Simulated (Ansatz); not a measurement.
`C[CH2][Cd][CH2]C`. Total charge 0; spin multiplicity 1. Cd: def2 effective core potential.

```
atom    x (Å)    y (Å)    z (Å)
  C1   1.7196   0.2121   2.3965
  C2   0.3333   0.7460   2.0503
 Cd3  -0.2453   0.5116   0.0111
  C4  -0.8252   0.2799  -2.0279
  C5  -1.2831  -1.1224  -2.4164
  H6   1.8079  -0.8598   2.1988
  H7   2.5059   0.7068   1.8194
  H8   1.9621   0.3606   3.4555
  H9   0.2671   1.8127   2.2871
 H10  -0.4275   0.2540   2.6647
 H11  -1.6196   1.0069  -2.2251
 H12   0.0238   0.5872  -2.6468
 H13  -0.4992  -1.8685  -2.2588
 H14  -2.1509  -1.4465  -1.8351
 H15  -1.5691  -1.1808  -3.4733
```

Q: List the harmonic frequencies (cm⁻¹, unscaled) at PBE0-D4/def2-TZVP in Ansatz. (An estimate is asked.)

A: The calculation gave: 5, 77, 87, 203, 205, 240, 245, 448, 501, 610, 621, 930, 934, 966, 967, 1036, 1036, 1193, 1197, 1256, 1257, 1403, 1404, 1454, 1455, 1491, 1491, 1499, 1499, 3020, 3021, 3042, 3044, 3080, 3080, 3080, 3080, 3107, 3107.
